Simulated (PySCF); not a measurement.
The 24-electron isoelectronic series, non-relativistic

All values are computed (PySCF 2.14, energy differences of UHF-based or UKS calculations, no spin-orbit coupling). Each ion has its own even-tempered basis scaled to its charge (17s11p8d4f3g for the first); frozen: [Ne]. Ionisation energies in eV.

```tsv
ion	configuration	UHF	LDA	PBE	PBE0	r2SCAN	MP2 (outer shells)	NIST (with spin-orbit, Breit and QED)
Ce(34+)	[Ar] 3d6 (5D)	2277.4	2279.7	2280.5	2280.3	2280.6	2278.7	2280 ± 5 (t)
Nd(36+)	[Ar] 3d6 (5D)	2522.0	2524.3	2525.1	2524.9	2525.3	2523.2	2525 ± 5 (t)
Sm(38+)	[Ar] 3d6 (5D)	2778.7	2780.9	2781.8	2781.6	2782.0	2779.9	2782 ± 4 (t)
Gd(40+)	[Ar] 3d6 (5D)	3047.5	3049.7	3050.7	3050.4	3050.9	3048.7	3050 ± 4 (t)
Dy(42+)	[Ar] 3d6 (5D)	3328.5	3330.6	3331.6	3331.4	3331.9	3329.7	3331 ± 4 (t)
Er(44+)	[Ar] 3d6 (5D)	3621.6	3623.6	3624.7	3624.5	3625.1	3622.7	3624 ± 4 (t)
Yb(46+)	[Ar] 3d6 (5D)	3926.8	3928.8	3929.9	3929.7	3930.4	3927.9	3929 ± 4 (t)
Hf(48+)	[Ar] 3d6 (5D)	4244.1	4246.0	4247.3	4247.0	4247.8	4245.2	4246 ± 4 (t)
W(50+)	[Ar] 3d6 (5D)	4573.5	4575.4	4576.7	4576.5	4577.3	4574.6	4578 ± 4 (s)
Os(52+)	[Ar] 3d6 (5D)	4915.2	4917.0	4918.4	4918.2	4919.0	4916.3	4917 ± 4 (t)
```

Each ion has its own basis, which adds noise of up to about 0.1 % along the series.

NIST values marked (s) are semi-empirical, (t) theoretical. Open shells are high-spin determinants of the terms that Hund's rules give; for the heavier ions, far from LS coupling, these are not the ground levels.

All relativistic terms are absent from the calculated values; where these lie close to NIST, scalar and spin-orbit shifts of opposite sign can cancel.
